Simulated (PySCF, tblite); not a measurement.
Species: C6H8O2Si.
Atom-mapped SMILES: `[CH3:1][O:2][C:3](=[O:4])[C:5]1=[CH:6][CH:7]=[CH:8][SiH2:9]1` (hydrogens: H10, H11, H12 on C1; H13 on C6; H14 on C7; H15 on C8; H16, H17 on Si9)

Computed with GFN2-xTB (tblite), gas phase: Langevin dynamics at 600 K from the optimised GFN2-xTB geometry, time step 0.5 fs, friction 0.01 fs⁻¹, 2000 steps. Over the second half of the run the saved frames average 647 K.

Frame at 250 fs, instantaneous temperature 490 K:
```
atom  x, y, z in Å
C1      2.819   -0.643    0.016
O2      1.416   -0.244    0.270
C3      0.819    0.205   -0.857
O4      1.439    0.333   -1.920
C5     -0.506    0.310   -0.418
C6     -1.644    0.642   -1.085
C7     -2.862    0.591   -0.410
C8     -2.881    0.143    0.856
Si9    -1.075   -0.355    1.296
H10     2.824   -1.622   -0.377
H11     3.285    0.052   -0.693
H12     3.420   -0.375    0.873
H13    -1.654    0.810   -2.213
H14    -3.805    0.968   -0.901
H15    -3.810   -0.272    1.256
H16    -0.398    0.018    2.470
H17    -0.518   -1.672    0.904
```

Frame at 425 fs, instantaneous temperature 794 K:
```
atom  x, y, z in Å
C1      3.138    0.647   -0.154
O2      1.774    0.590    0.226
C3      0.801    0.290   -0.717
O4      1.083    0.137   -1.902
C5     -0.495    0.175   -0.062
C6     -1.587    0.458   -0.773
C7     -2.905    0.511   -0.063
C8     -2.856    0.147    1.232
Si9    -0.917   -0.310    1.736
H10     3.690   -0.080    0.429
H11     3.233    0.211   -1.207
H12     3.574    1.602   -0.191
H13    -1.531    0.745   -1.847
H14    -3.834    0.754   -0.633
H15    -3.618    0.034    1.982
H16    -0.522    0.581    2.813
H17    -0.700   -1.629    2.159
```

Frame at 625 fs, instantaneous temperature 786 K:
```
atom  x, y, z in Å
C1      3.114    0.460    0.617
O2      1.639    0.677    0.663
C3      0.853    0.419   -0.326
O4      1.298    0.086   -1.411
C5     -0.561    0.695   -0.047
C6     -1.423    0.189   -0.953
C7     -2.796    0.173   -0.536
C8     -2.982    0.516    0.767
Si9    -1.387    1.008    1.655
H10     3.406    0.850   -0.407
H11     3.483    1.050    1.498
H12     3.322   -0.608    0.772
H13    -1.107   -0.485   -1.873
H14    -3.607   -0.161   -1.240
H15    -3.970    0.370    1.131
H16    -1.442    2.463    1.813
H17    -0.528    0.289    2.567
```

Frame at 800 fs, instantaneous temperature 735 K:
```
atom  x, y, z in Å
C1      2.756    0.579    1.395
O2      1.315    0.363    1.314
C3      0.679    0.399    0.137
O4      1.079    0.255   -1.018
C5     -0.731    0.404    0.364
C6     -1.639   -0.127   -0.500
C7     -2.991    0.210   -0.078
C8     -3.123    0.919    1.038
Si9    -1.513    1.372    1.776
H10     3.107    0.658    0.367
H11     2.983    1.523    1.966
H12     3.143   -0.186    2.071
H13    -1.286   -0.736   -1.196
H14    -3.895   -0.182   -0.605
H15    -4.064    1.031    1.535
H16    -1.407    2.905    1.869
H17    -1.206    0.414    2.952
```

Frame at 1000 fs, instantaneous temperature 613 K:
```
atom  x, y, z in Å
C1      2.222    1.713    1.423
O2      0.783    1.393    1.430
C3      0.174    1.266    0.230
O4      0.689    1.387   -0.862
C5     -1.122    0.871    0.504
C6     -1.867   -0.109   -0.109
C7     -3.205   -0.219    0.482
C8     -3.393    0.368    1.701
Si9    -1.928    1.443    2.094
H10     2.779    1.383    0.485
H11     2.301    2.851    1.561
H12     2.771    1.123    2.197
H13    -1.721   -0.601   -0.983
H14    -4.129   -0.768    0.137
H15    -4.387    0.420    2.102
H16    -2.245    3.114    1.884
H17    -1.102    0.905    3.221
```

**Question.** What do single points at PBE0/pcSseg-1 (PySCF, gas phase) give on these frames?

**Answer.** 
```tsv
t (fs)	GFN2-xTB E above start (eV)	DFT E above lowest frame (eV)	HOMO (eV)	LUMO (eV)	dipole (D)
250	1.29	0.76	-7.03	-2.52	2.51
425	0.68	0.00	-7.12	-2.14	2.02
625	0.95	0.35	-6.79	-2.15	2.98
800	1.08	0.55	-6.72	-2.13	2.51
1000	1.32	0.77	-6.91	-2.27	2.14
```

Both levels order the frames alike by energy; measured from each level's lowest frame they differ by 0.15 eV at most. The HOMO–LUMO gap runs from 4.51 to 4.98 eV. These are instantaneous structures, not minima.

**Question.** And the isotropic GIAO shieldings (ppm) from the same runs?

**Answer.** 
```tsv
atom	250 fs	425 fs	625 fs	800 fs	1000 fs	mean	range
C1	133.2	139.4	120.4	128.5	124.7	129.2	19.0
O2	98.0	135.2	142.0	155.7	131.8	132.5	57.7
C3	12.7	7.1	13.8	7.5	13.2	10.9	6.7
O4	-90.7	-79.3	-54.4	-100.8	-93.7	-83.8	46.4
C5	35.7	56.2	40.4	26.0	35.2	38.7	30.2
C6	30.4	13.6	10.6	24.3	32.3	22.2	21.7
C7	22.6	37.2	18.0	33.0	14.8	25.1	22.4
C8	45.4	28.1	41.7	47.7	36.4	39.9	19.6
Si9	399.3	379.3	412.6	402.8	377.5	394.3	35.1
H10	28.8	28.5	25.3	26.1	25.8	26.9	3.5
H11	26.5	25.7	26.8	27.4	26.6	26.6	1.7
H12	28.1	29.2	27.4	27.5	27.2	27.9	2.0
H13	23.4	23.2	22.0	24.2	24.9	23.5	2.9
H14	23.2	23.8	23.3	24.0	22.8	23.4	1.2
H15	25.2	24.1	25.7	25.5	25.1	25.1	1.6
H16	27.5	26.9	26.9	26.0	24.2	26.3	3.3
```

The cost below is that of the whole dynamics run. Hardware: one thread, Arm Neoverse N1 (aarch64), no GPU (shared host). Cost: 26 s of wall time, 0.18 GiB resident at most.
